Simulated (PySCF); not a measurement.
**Heteronuclear NMR**

Atom-mapped SMILES (the numbers label the heavy atoms): `[F:1][c:2]1[cH:3][cH:4][cH:5][c:6]([C:7]([F:8])([F:9])[F:10])[p:11]1`. Each H is labelled by its parent atom.

Computational details: PBE0/pcSseg-1 with gauge-including orbitals, geometry from GFN2-xTB, in PySCF (no relativistic terms, fast rotation and ring inversion assumed for equivalent nuclei, single conformer, in vacuum).

Question: Predict the $^{19}$F NMR data.

Answer: 
```tsv
atoms	environment	σ (ppm)	δ (ppm)
F8/F9/F10	fluorine of a CF3 group	245.8	-61.2
F1	aryl fluorine	246.5	-76.4
```

Shieldings were converted by a linear fit to measured shifts: $^{19}$F (scatter 6.0 ppm rms, 7.0 ppm with the 5 outliers that the fit left out vs CFCl3, solution or neat liquid, with a term for F on sp3 carbon). Occasional misses reach two or three times the rms, and more in compound classes unlike the fitted ones.

On a 400 MHz spectrometer $^{19}$F resonates near 376.4 MHz, so 1 ppm is 376.4 Hz.

Question: Where does $^{31}$P resonate?

Answer: 
```tsv
atoms	environment	σ (ppm)	δ (ppm)
P11	phosphorus bonded to 2 C, in a 6-membered ring	141.0	153.3
```

Shieldings were converted by a linear fit to measured shifts: $^{31}$P (scatter 18.1 ppm rms vs H3PO4, solution or neat liquid). Occasional misses reach two or three times the rms, and more in compound classes unlike the fitted ones.

On a 600 MHz spectrometer $^{31}$P resonates near 242.9 MHz, so 1 ppm is 242.9 Hz.
